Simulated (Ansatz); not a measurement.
MnCl, multiplicity 7 (the spin of the measured ground state), most abundant isotopes (54.9380 and 34.9689 u). Constants from fifth-degree fits in 1/R to seven points on the lowest solution found; no spin–orbit coupling, no relativity up to Kr; ω_e x_e and α_e move by some per cent with the fit.

Correlated levels freeze the inner cores; with def2 sets outer-core shells near the valence are correlated too. CBS: X⁻³ extrapolation of the correlation energy, Hartree–Fock from the larger set.

Codes used: Ansatz (a program for electronic structure) with Gaussian orbitals. Values without a source in brackets are computed.

| level | r_e (Å) | ω_e (cm⁻¹) | ω_e x_e (cm⁻¹) | α_e (cm⁻¹) |
|---|---|---|---|---|
| PBE/def2-TZVPP | 2.2229 | 378.1 | 1.40 | 0.000856 |
| CCSD(T)/CBS(def2-TZVPP, def2-QZVPP) | 2.2195 | 393.0 | 1.63 | 0.000949 |

D_e from total energies of the atoms and the molecule: 4.01 eV at PBE/def2-TZVPP.

### Question
Derive the rotational constants, the centrifugal constant, the fundamental, the zero-point energy and the force constant, and test the Morse rule for the well depth.

### Answer

μ = 21.36789 u.
- PBE/def2-TZVPP: B_e = 16.8576/(μ r_e²) = 0.15966 cm⁻¹; B₀ = B_e − α_e/2 = 0.15923 cm⁻¹; D = 4B_e³/ω_e² = 1.14e-07 cm⁻¹; fundamental ω_e − 2ω_e x_e = 375 cm⁻¹; zero-point energy ω_e/2 − ω_e x_e/4 = 189 cm⁻¹; k = μ(2πcω_e)² = 180 N/m; a Morse well would hold ω_e²/(4ω_e x_e) = 3.16 eV against the computed D_e of 4.01 eV
- CCSD(T)/CBS(def2-TZVPP, def2-QZVPP): B_e = 16.8576/(μ r_e²) = 0.16015 cm⁻¹; B₀ = B_e − α_e/2 = 0.15967 cm⁻¹; D = 4B_e³/ω_e² = 1.06e-07 cm⁻¹; fundamental ω_e − 2ω_e x_e = 390 cm⁻¹; zero-point energy ω_e/2 − ω_e x_e/4 = 196 cm⁻¹; k = μ(2πcω_e)² = 194 N/m
